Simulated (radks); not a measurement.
Task: Radial electron density D(r) = 4 pi r^2 rho(r) of an atom or ion with 31 electrons. Method: Dirac Kohn-Sham, PBEsol, spin-unpolarised, spherical densities, point nucleus; computed with a radial shooting solver on a logarithmic mesh with Libxc functionals.

r (bohr),D(r) (e/bohr)
0.003844,3.725
0.004475,4.809
0.00521,6.166
0.006017,7.748
0.007004,9.775
0.008154,12.21
0.009493,15.06
0.01096,18.15
0.01276,21.75
0.01486,25.60
0.01716,29.29
0.01998,32.97
0.02326,36.12
0.02707,38.37
0.03127,39.40
0.0364,39.18
0.04237,37.71
0.04894,35.58
0.05697,33.29
0.06632,31.90
0.07721,32.27
0.08917,34.56
0.1038,38.57
0.1208,42.87
0.1396,45.46
0.1625,45.07
0.1891,40.95
0.2202,34.27
0.2543,27.86
0.2961,23.54
0.3447,23.01
0.398,25.20
0.4634,27.94
0.5394,28.59
0.628,26.01
0.7253,21.21
0.8443,15.28
0.9829,10.05
1.135,6.462
1.322,4.119
1.538,2.795
1.791,1.980
2.068,1.386
2.408,0.8513
2.803,0.4444
3.237,0.2163
3.769,0.1315
4.388,0.1539
5.108,0.2050
5.899,0.2257
6.867,0.1923
7.995,0.1187
9.233,0.05580
10.75,0.01850
12.51,0.004305
14.57,0.0006674

What is the nuclear charge?

Result: Z = 32. The innermost maximum, from 1s, lies near gamma/Z bohr with gamma = sqrt(1 - (Z/c)^2) = 0.972, here 0.0304 bohr (found: 0.0328), and its height grows with Z. The density is that of the germanium ion Ge+ in [Ar] 3d10 4s2 5p1; the configuration itself is not fixed sharply by these data, and Z only to about a unit. D(r) has 4 maxima, at r = 0.0328, 0.149, 0.518, 5.85 bohr, and minima at 0.0696, 0.326, 3.86 bohr, inside which lie 2.09, 10.96, 30.06 electrons.
